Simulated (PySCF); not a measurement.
Ga(F)2(OAc) (C₂H₃F₂GaO₂), SMILES CC(=O)[O][Ga]([F])[F]. The structure is a stationary point at B3LYP-D3(BJ)/def2-SVP. One conformer was computed; it need not be the lowest.

Computed equilibrium geometry at B3LYP-D3(BJ)/def2-SVP (PySCF confirms it by a frequency run) as Cartesian coordinates in Å, and its point group (one conformer of several):
point group Cs.
```xyz
10

Ga    -0.0014     0.7554     0.0000
F      1.4962     1.6460     0.0000
F     -1.5232     1.6046     0.0000
O      0.0170    -0.9058     1.0859
C      0.0213    -1.5770     0.0000
C     -0.0019    -3.0685     0.0000
O      0.0170    -0.9058    -1.0859
H      0.4778    -3.4569    -0.9068
H      0.4778    -3.4569     0.9068
H     -1.0559    -3.3920     0.0000
```
Charge 0, spin multiplicity 1.
